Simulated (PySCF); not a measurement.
r2SCAN on Os (osmium, neutral)

Configuration: [Xe] 4f14 5d5 6s2 7s1, high-spin 7S determinant (an excited configuration). Calculation: PySCF 2.14, in x2c-TZVPPall with one added diffuse shell each of s, p, d, f type (12s8p8d4f1g, 113 functions); scalar relativity by spin-free X2C-1e.

- Total energy: -17255.28 hartree
- One-electron energy: -23639.64 hartree
- Hartree (Coulomb) energy: 6728.90 hartree
- Exchange-correlation energy: -344.53 hartree
- ⟨S²⟩: 12.0120
- ⟨L²⟩: 0.000
- Sum of ⟨r⟩: 51.20 bohr
- Sum of ⟨r²⟩: 128.5 bohr²
- Langevin diamagnetic susceptibility: -102 ×10⁻⁶ cm³/mol
- Time after the integrals: about 15 core-seconds

```
shell  electrons  mean orbital energy (hartree)  rms radius, mean of both spins (bohr)
 1s β          1                    -2708.78765                                 0.0201
 1s α          1                    -2708.78711                                 0.0201
 2s α          1                     -472.95751                                 0.0810
 2s β          1                     -472.94069                                 0.0810
 2p α          3                     -413.33884                                 0.0738
 2p β          3                     -413.32600                                 0.0738
 3s α          1                     -110.71581                                  0.207
 3s β          1                     -110.71411                                  0.207
 3p α          3                      -93.03893                                  0.209
 3p β          3                      -93.03591                                  0.209
 3d α          5                      -72.52580                                  0.191
 3d β          5                      -72.51616                                  0.191
 4s α          1                      -23.81416                                  0.459
 4s β          1                      -23.80079                                  0.459
 4p α          3                      -17.95535                                  0.489
 4p β          3                      -17.94367                                  0.489
 4d α          5                      -10.45750                                  0.526
 4d β          5                      -10.44348                                  0.526
 5s α          1                       -3.74483                                   1.07
 5s β          1                       -3.63756                                   1.07
 5p α          3                       -2.25290                                   1.24
 4f α          7                       -2.22964                                  0.618
 4f β          7                       -2.20553                                  0.618
 5p β          3                       -2.10975                                   1.24
 5d α          5                       -0.53204                                   1.82
 6s α          1                       -0.42163                                   2.99
 6s β          1                       -0.35001                                   2.99
 7s α          1                       -0.06295                                   8.48
```

Spin-orbit coupling, which splits the p, d and f shells strongly at this Z, is absent. The outer electron is Rydberg-like, and this basis confines it to a smaller radius and binds it less than a complete one would.

Densities and radii are taken from the X2C orbitals without a picture-change correction, which distorts them close to the nucleus.
